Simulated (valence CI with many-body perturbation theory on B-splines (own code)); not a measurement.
## Energy levels of In¹⁸⁺

Calculated by relativistic CI+MBPT: three valence electrons over a frozen Dirac-Fock core [Ar] 3d10, radial functions for each j: 11 s, 11 p, 10 d, 8 f, 5 g, 2 h, with the one-electron correlation potential Σ1, the two-electron term Σ2, the three-electron term Σ3, Breit, model QED; selected CI, second order for the rest, scaled by the run's own slope (own B-spline code, finite nucleus).

No measured levels were compared; by estimate levels hold to about 250 cm⁻¹ or 0.2 % of their energy and the worst to 1 %, as in measured heavy ions of charge 2 to 7; those with d or f electrons hold less well.

Levels 91 to 135 of 185, with energies above the lowest level, 4s2 4p 2P°_1/2. "Leading %" is the weight of the configuration and term that name the level; weights of strongly mixed levels are sums over their largest components and can fall short. In the jj column 3d3/2^4 stands for four electrons in 3d with j = 3/2. Lifetimes count E1, E2, E3, M1 and M2 decay at the calculated energies, and are blank where another channel may lead or the interval is too uncertain; long ones can be off by a factor of two.

```
No.  Configuration  Term     J  E (cm⁻¹)  Leading %       g                Leading jj  Lifetime
 91         4s 4d2    2D   5/2   1663000         31   1.163         4s 4d5/2^2 (41 %)   4.94 ps
 92       4s 4p 4f    4F   9/2   1666500         45   1.312     4s 4p3/2 4f7/2 (42 %)   4.05 ps
 93       4s 4p 4f    4F   7/2   1666900         48   1.252     4s 4p3/2 4f7/2 (36 %)   4.44 ps
 94       4s 4p 4f    4D   5/2   1668000         49   1.219     4s 4p3/2 4f5/2 (38 %)   5.63 ps
 95       4s 4p 4f    4D   3/2   1668100         78   1.042     4s 4p3/2 4f5/2 (78 %)   6.40 ps
 96       4s 4p 4f    4D   1/2   1668300         99  -0.002     4s 4p3/2 4f5/2 (99 %)   7.37 ps
 97       4s 4p 4f    2F   7/2   1691200         38   1.036     4s 4p3/2 4f7/2 (44 %)   5.48 ps
 98       4s 4p 4f    2F   5/2   1691500         42   0.869     4s 4p3/2 4f5/2 (43 %)   6.10 ps
 99         4s 4d2    2F   7/2   1700500         49   1.093     4s 4d3/2 4d5/2 (27 %)   6.25 ps
100       4s 4p 4f    2D   5/2   1716900         38   1.110     4s 4p3/2 4f7/2 (24 %)   3.88 ps
101       4s 4p 4f    2G   9/2   1729000         87   1.111     4s 4p3/2 4f7/2 (61 %)   5.21 ps
102         4s2 5p   2P°   1/2   1731600         97   0.666         4s^2 5p1/2 (97 %)   5.11 ps
103         4s 4d2    2S   1/2   1732400         46   1.355         4s 4d3/2^2 (43 %)   3.53 ps
104       4s 4p 4f    2D   3/2   1744700         45   0.969     4s 4p3/2 4f7/2 (41 %)   4.11 ps
105         4s 4d2    2S   1/2   1747700         45   1.322         4s 4d5/2^2 (63 %)   3.93 ps
106         4s 4d2    2P   3/2   1749500         56   1.150         4s 4d5/2^2 (48 %)   3.89 ps
107         4s2 5p   2P°   3/2   1763400         96   1.334         4s^2 5p3/2 (96 %)   5.25 ps
108       4s 4p 4f    2D   3/2   1774500         82   0.796     4s 4p3/2 4f5/2 (74 %)   4.19 ps
109       4s 4p 4f    2D   5/2   1775600         44   1.055     4s 4p3/2 4f7/2 (45 %)   3.59 ps
110       4s 4p 4f    2F   7/2   1776700         46   1.116     4s 4p3/2 4f7/2 (28 %)   2.91 ps
111       4s 4p 4f    2D   5/2   1777600         49   1.056     4s 4p3/2 4f7/2 (38 %)   3.50 ps
112       4s 4p 4f    2G   9/2   1780800         59   1.116     4s 4p3/2 4f7/2 (36 %)   3.11 ps
113       4s 4p 4f    2G   7/2   1791100         60   0.909     4s 4p3/2 4f5/2 (40 %)   3.18 ps
114       4s 4p 5s   4P°   1/2   1874500         92   2.522        4s 4p1/2 5s (97 %)   2.40 ps
115       4s 4p 5s   4P°   3/2   1890400         83   1.667        4s 4p1/2 5s (86 %)   2.27 ps
116         4p 4d2   4G°   5/2   1900600         54   0.688      4p1/2 4d3/2^2 (73 %)   45.7 ps
117       4s 4p 5s   2P°   1/2   1908000         93   0.766        4s 4p1/2 5s (89 %)   2.20 ps
118         4p 4d2   4G°   7/2   1926200         66   1.015  4p1/2 4d3/2 4d5/2 (65 %)   39.0 ps
119         4p 4d2   4G°   5/2   1940000         24   0.977  4p1/2 4d3/2 4d5/2 (70 %)   16.0 ps
120         4p2 4f   2G°   7/2   1941300         24   1.046      4p1/2^2 4f7/2 (49 %)   16.7 ps
121         4p 4d2   2H°   9/2   1944100         32   1.039  4p1/2 4d3/2 4d5/2 (70 %)   29.2 ps
122       4s 4p 5s   4P°   5/2   1951300         99   1.600        4s 4p3/2 5s (99 %)   2.57 ps
123         4p 4d2   2D°   3/2   1952500         52   0.913  4p1/2 4d3/2 4d5/2 (72 %)   12.4 ps
124         4p 4d2   4G°   9/2   1960300         52   1.119      4p1/2 4d5/2^2 (50 %)   37.0 ps
125         4p 4d2   2F°   7/2   1966700         22   1.215      4p1/2 4d5/2^2 (56 %)   16.2 ps
126         4p 4d2   4D°   1/2   1968900         82   0.350  4p1/2 4d3/2 4d5/2 (59 %)   9.41 ps
127         4p2 4f   4G°   5/2   1969900         39   0.835      4p1/2^2 4f5/2 (60 %)   5.72 ps
128       4s 4p 5s   2P°   3/2   1971000         87   1.379        4s 4p3/2 5s (97 %)   1.79 ps
129         4p 4d2   4P°   1/2   1973700         47   2.044      4p1/2 4d3/2^2 (46 %)   7.00 ps
130         4p 4d2   4D°   5/2   1981700         29   1.100      4p1/2 4d5/2^2 (44 %)   10.8 ps
131         4p 4d2   4G°  11/2   1985400         36   1.198  4p1/2 4p3/2 4f7/2 (45 %)   47.3 ps
132         4p 4d2   4F°   3/2   1986600         48   0.802      4p1/2 4d3/2^2 (65 %)   4.60 ps
133         4p 4d2   4D°   3/2   1989700         45   1.086      4p1/2 4d5/2^2 (33 %)   9.22 ps
134         4p2 4f   2G°   7/2   1995000         19   1.090  4p1/2 4p3/2 4f7/2 (44 %)   13.0 ps
135         4p 4d2   4D°   5/2   2000000         27   1.162  4p1/2 4d3/2 4d5/2 (56 %)   5.44 ps
```

Names give the largest LS component (configuration and term), which can be under half, so a name can repeat, a term be missing and a line seem to break the LS rules; names also repeat where a configuration has a term twice.

Where two levels of one J and parity lie close, their mixing, g and order are uncertain.
